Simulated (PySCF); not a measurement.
# How methods differ on the ionisation energy of Cd+

Cd+ [Kr] 4d10 5s1 [5s1/2^1, M_J = 1/2] → Cd(2+) [Kr] 4d10, as a difference of total energies. Calculation: PySCF 2.14, in x2c-TZVPall-2c; the two-component X2C-1e Hamiltonian. Correlated levels: [Ar] 3d10 frozen; the 6 highest virtual spinors dropped. "Screened" scales the spin-orbit matrix elements by Boettger's factors to mimic the two-electron term; Breit and QED terms are absent.

```
                    method  ionisation energy (eV)
           GHF (spin-free)                  15.570
          GMP2 (spin-free)                  16.495
 GHF (screened spin-orbit)                  15.572
GMP2 (screened spin-orbit)                  16.497
```

Problem. How much does correlation contribute at GMP2 (screened spin-orbit)?

Solution. 16.497 − (15.572) = 0.925 eV, measured against GHF (screened spin-orbit).

Errors of the correlated levels include the incompleteness of this basis and the frozen core.

For comparison: 16.908 eV (measured; NIST Atomic Spectra Database, ionization energies).
